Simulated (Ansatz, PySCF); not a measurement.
Molecule: sum formula H2SiO, net charge 1, doublet state. 
Geometry from a B3LYP-D3(BJ)/def2-TZVP (Ansatz, an electronic-structure program) optimisation:
```
Si
O 1 1.6062
H 1 1.4716 2 115.14
H 1 1.4716 3 129.73 2 -180.00
```
Charge +1, spin multiplicity 2.

Total electronic energies in hartree. Correlated levels leave the core frozen unless marked. UHF or UKS for open shells. No spin-orbit coupling. No relativistic terms. CBS(X,Y): correlation extrapolated as X^-3; Hartree-Fock from the larger set.

```csv
level,program,energy (Eh)
HF/def2-TZVPP,Ansatz,-364.66841
HF-D4/def2-TZVPD,PySCF + dftd4,-364.67294
RI-HF/aug-cc-pV(Q+d)Z,Ansatz,-364.67984
TPSS-D3(BJ)/def2-TZVPD,PySCF + dftd3,-365.60153
r2SCAN0/def2-TZVPD,Ansatz,-365.48240
HSE06-D4/def2-TZVPD,Ansatz + dftd4,-365.34746
HSE06/def2-TZVPD,Ansatz,-365.34660
B2GP-PLYP-D3(BJ)/def2-TZVPD,Ansatz + dftd3,-365.33837
MP2/aug-cc-pV(D+d)Z,Ansatz,-364.86633
"MP2/CBS(cc-pV(T+d)Z,cc-pV(Q+d)Z)",Ansatz,-365.0007
"MP2/CBS(def2-TZVPPD,def2-QZVPPD)",Ansatz,-365.0015
RI-MP2/aug-cc-pV(T+d)Z,Ansatz,-364.95735
RI-MP2/cc-pV(T+d)Z,Ansatz,-364.95059
RI-MP2/def2-TZVPPD,Ansatz,-364.94945
RI-MP2/def2-QZVPP,Ansatz,-364.98432
"RI-MP2/CBS(aug-cc-pV(T+d)Z,aug-cc-pV(Q+d)Z)",Ansatz,-365.0018
SCS-MP2/cc-pV(T+d)Z,Ansatz,-364.95650
CCSD/def2-QZVPP,Ansatz,-365.01039
CCSD(T)/cc-pVDZ,PySCF,-364.87215
CCSD(T)/def2-TZVPP,Ansatz,-364.98700
CCSDT/cc-pV(D+d)Z,Ansatz,-364.88296
"CCSD(T)/CBS(def2-TZVPP,def2-QZVPP)",Ansatz,-365.0376
"CCSD(T)/CBS(def2-TZVPPD,def2-QZVPPD)",Ansatz,-365.0371
```

Totals of different functionals don't rank their quality; only differences between species are comparable.
